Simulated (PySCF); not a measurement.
C3F3, multiplicity 2. Atoms are numbered in the order given.

```xyz
6

C      0.0000     0.0000     2.4123
C      0.0000     0.0000     1.2021
C      0.0000     0.0000    -0.2706
F      1.0764     0.6215    -0.7431
F      0.0000    -1.2429    -0.7431
F     -1.0764     0.6215    -0.7431
```
Charge 0, spin multiplicity 2.

Geometry: PBE0-D3(BJ)/def2-SVP. The isomer is the one that the SMILES or the coordinates give; other isomers of the formula were not compared.

Computed with CAM-B3LYP/def2-TZVP in PySCF.

ESP charges are fitted to the potential on shells at 1.4 to 2.0 van der Waals radii. Atomic charges (e):

| atom | ESP fit | meta-Löwdin | Mulliken | Mulliken spin |
|---|---|---|---|---|
| C1 | 0.20 | ___ | 0.09 | 1.19 |
| C2 | -0.38 | ___ | -0.14 | -0.19 |
| C3 | 0.76 | ___ | 0.50 | 0.01 |
| F4 | -0.20 | ___ | -0.15 | 0.00 |
| F5 | -0.20 | ___ | -0.15 | 0.00 |
| F6 | -0.20 | ___ | -0.15 | 0.00 |

Question: Complete the blanks. (The exact figures need the calculation; the answer reports its results.)

Answer: 
- C1, meta-Löwdin: 0.08
- C2, meta-Löwdin: -0.11
- C3, meta-Löwdin: 0.81
- F4, meta-Löwdin: -0.26
- F5, meta-Löwdin: -0.26
- F6, meta-Löwdin: -0.26

Question: Give the Mayer and Wiberg (Löwdin basis) orders of the bonds. (Estimate from the structure and the level; the computed values follow.)

Answer: 
```
bond   Mayer  Wiberg
-----  -----  ------
C1–C2   2.80    3.08
C2–C3   1.11    1.16
C3–F4   1.18    1.78
C3–F5   1.18    1.78
C3–F6   1.18    1.78
```
